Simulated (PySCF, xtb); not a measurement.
C₄H₆ClF, SMILES Cl[C@@H](F)CC=C. Other conformers were not sampled.

Harmonic wavenumbers (cm⁻¹) from GFN2-xTB run with xtb at its own minimum, in rising order: 64, 72, 186, 289, 361, 392, 469, 617, 750, 872, 903, 952, 987, 1026, 1083, 1120, 1167, 1203, 1260, 1283, 1306, 1409, 1445, 1718, 2917, 2974, 3010, 3074, 3102, 3135.

Question: What does PBE-D3(BJ)/def2-SVP run with PySCF give at its own minimum? (The exact figures need the calculation; the answer reports its results.)

Answer: 85, 90, 192, 302, 373, 396, 480, 615, 768, 846, 909, 928, 978, 1001, 1095, 1114, 1180, 1220, 1257, 1286, 1334, 1375, 1391, 1674, 2977, 3017, 3052, 3068, 3091, 3169. Paired by order, the mean absolute difference is 20 cm⁻¹ and the zero-point energies are 56.0 and 56.1 kcal/mol.
